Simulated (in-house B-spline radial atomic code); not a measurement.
Ionisation energies along the 42-electron series, configuration [Kr] 4d6, as differences of self-consistent energies. Dirac energy differences include first-order Breit, QED and recoil terms. NIST's values go from ground level to ground level; the uncertainty of those that are theory runs from under 0.1 % in few-electron ions to several per cent in heavy many-electron ones. Computed with a B-spline radial code for spherical atoms: Dirac-Hartree-Fock, average of the configuration, finite nuclei.

```
  ion  configuration after  ionisation energy (eV)  IE/(q+1)² (eV)  Breit and QED recoil part (eV)  tabulated value (eV)  computed minus tabulated (eV)
Dy24+             [Kr] 4d5                   832.0          1.3311                         -0.2876                   827                            5.0
Ho25+             [Kr] 4d5                   889.1          1.3152                        -0.32113                   885                            4.1
Er26+             [Kr] 4d5                   947.9          1.3003                        -0.35685                   943                            4.9
Tm27+             [Kr] 4d5                  1008.6          1.2864                        -0.39484                  1004                            4.6
Yb28+             [Kr] 4d5                  1071.0          1.2734                        -0.43514                  1065                            6.0
Lu29+             [Kr] 4d5                  1135.1          1.2612                        -0.47786                  1130                            5.1
Hf30+             [Kr] 4d5                  1201.0          1.2497                        -0.52301                  1195                            6.0
```

Where a p, d or f electron is removed, the computed value is a mean over both j, so it misses the tabulated one by a part of the spin-orbit splitting; averaging over terms and missing correlation add to the gap, relatively most at low charge.
